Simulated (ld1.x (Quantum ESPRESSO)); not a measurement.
# Cu: one change to a TM potential, before and after

Cu, norm-conserving Troullier–Martins (Kleinman–Bylander form), made with ld1.x (Quantum ESPRESSO) 7.5 (PBE, scalar-relativistic). Core [Ar], reference 3d10 4s0 4p0 (charge +1). Waves: 4s (bound, empty): rc 2.10 bohr; 4p (bound, empty): rc 1.90 bohr; 3d (bound): rc 0.75 bohr; 4f channel at 0.1 Ry: rc 2.05 bohr. Local part: all-electron potential smoothed inside 1.05 bohr (lloc = -1). Core correction: Bessel-smoothed model core, default radius (core density twice the valence density).

All-electron outer shells of the reference configuration (PBE, scalar-relativistic, ld1.x):

```
shell  level (eV)  outermost node (bohr)  outermost maximum (bohr)
   3p      -80.79                   0.26                      0.62
   3d      -13.66                      –                      0.60
   4s      -11.89                   0.89                      2.13
   4p       -6.55                   0.97                      2.81
```

Change: all radii but the core radius scaled by about 0.78 (s 1.64, p 1.48, d 0.58, f 1.60 bohr); local potential all-electron potential smoothed inside 0.82 bohr (lloc = -1).

Cutoffs: the cutoffs (Ry, on a coarse ladder) from which the occupation-weighted sum of valence levels, in a spherical-Bessel basis at the reference potential, stays within 10 and 1 mRy of its value at 400 Ry; they do not see the model core or the augmentation charge, which bear on the density cutoff. Errors are all-electron minus pseudo energies relative to the spin-unpolarised reference configuration.

Task: What does the change do?

Result: The bound ghosts move from s to p, s; of the 7 tests that both files solve, the error grows in 0 and shrinks in 5 by more than 15 % and 0.3 meV (median size 81.7 → 69.5 meV). Less of the atom is replaced, so other configurations are described better.

| quantity | base | changed |
| --- | --- | --- |
| cutoffs, loose and tight | over 300 Ry, over 300 Ry | not determined |
| bound ghosts | s | s, p |
| error for 3d10 4s1 4p0, meV [ΔE -8.15 eV] | -16 | -13 |
| error for 3d9 4s0 4p0, meV [ΔE 21.33 eV] | -82 | -69 |
| error for 3d8 4s0 4p0, meV [ΔE 60.35 eV] | -578 | -530 |
| error for 3d9 4s2 4p0, meV [ΔE -6.18 eV] | -211 | -179 |
| error for 3d10 4s0 4p1, meV [ΔE -4.01 eV] | -2.1 | -2.3 |
| error for 3d9 4s1 4p0, meV [ΔE 3.43 eV] | -141 | -115 |
| error for 3d10 4s0.5 4p0, meV [ΔE -4.99 eV] | -4.6 | -3.9 |

Base: These tests converged, but a pseudo level misses the all-electron one widely, so the file describes the atom poorly there or has found another state: 3d8 4s0 4p0: empty 4p by 5.3 eV (a node warning on the way). A true bound ghost makes a file unfit for plane-wave use even where its test errors are small: the radial tests pick states by their node count and pass the ghost by.
